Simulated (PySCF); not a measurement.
**Dipole response of Sb²⁺ (antimony, charge +2)**

[Kr] 4d10 5s1 5p2, high-spin 4P determinant (an excited configuration). Computed with PySCF 2.14 in def2-QZVPPD with the def2 core potential (28 electrons) (8s6p5d4f1g, 88 functions), with a scalar-relativistic core potential. Coupled (time-dependent) response in atomic units; α is the mean over directions.

```
 method  mean α (bohr³)         α xx, yy, zz  C₆ (like pair)  S(−4)
wB97X-V           15.11  15.47, 14.93, 14.93           93.86  67.12
  B97-3           15.21  15.44, 15.09, 15.09           94.65  67.90
```

S(−4) is the Cauchy moment in α(ω) = α(0) + S(−4) ω² + …

Spin-orbit coupling is absent.

α(iu) at B97-3:

| u (hartree) | α(iu) (bohr³) |
| --- | --- |
| 0 | 15.21 |
| 0.0500 | 15.04 |
| 0.100 | 14.56 |
| 0.200 | 12.95 |
| 0.300 | 11.02 |
| 0.500 | 7.732 |
| 0.750 | 5.229 |
| 1.00 | 3.839 |
| 1.50 | 2.446 |
| 2.00 | 1.759 |
| 3.00 | 1.066 |
| 5.00 | 0.5130 |

For an ion, C₆ is the dispersion term alone; charge-induced terms of lower order in 1/R come first.

The components differ because the open shell of this determinant is not spherical; for a pure term their mean is the scalar polarisability.

Energies and moments cover only the electrons outside the core potential.
